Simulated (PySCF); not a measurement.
**Relaxation of singlet TcH₆⁺**

Computed with PBE0 in PySCF with Tc def2-TZVP with ECP28, H def2-TZVP; scalar-relativistic core potentials, no spin–orbit coupling; density-fitted integrals. A (50,194) grid was used.

A start displaced from a saddle point along its imaginary mode, with no symmetry imposed:

```xyz
7
charge 1 multiplicity 1, angstrom
Tc    0.0009   -0.0015    0.0000
H     1.0023   -0.0275    1.3261
H    -0.5677    0.9836    1.2041
H    -0.4777   -0.8829    1.3251
H     1.0023   -0.0275   -1.3261
H    -0.5677    0.9836   -1.2041
H    -0.4777   -0.8829   -1.3251
```

Question: What forces act on the atoms at the start (eV/Å)?

Answer: 
```
atom     Fx     Fy     Fz
 Tc1   0.23  -0.40   0.00
  H2  -0.23  -0.14   0.15
  H3  -0.12   0.21  -0.40
  H4   0.23   0.13   0.15
  H5  -0.23  -0.14  -0.15
  H6  -0.12   0.21   0.40
  H7   0.23   0.13  -0.15
```

Question: What does it relax to?

Answer: It ends at C2v with H–H 0.821 Å (×2), H–H 0.922 Å, Tc–H 1.664 Å (×2), Tc–H 1.812 Å (×4); H–H–Tc 73.9° (×2), H–H–Tc 76.9° (×4), H–Tc–H 26.2° (×2), H–Tc–H 32.2°, H–Tc–H 76.5° (×4), H–Tc–H 107.8° (×4), H–Tc–H 153.4° (×2), H–Tc–H 175.7° (×2) (after a last refinement on a finer grid). A frequency run shows 1 imaginary mode, down to 581i cm⁻¹, so it is a saddle point. Other isomers or separated fragments may lie lower.

Question: How much energy is released, and in how many steps?

Answer: 382.0 kJ/mol in 14 steps.

Stability towards spin polarisation was not tested.
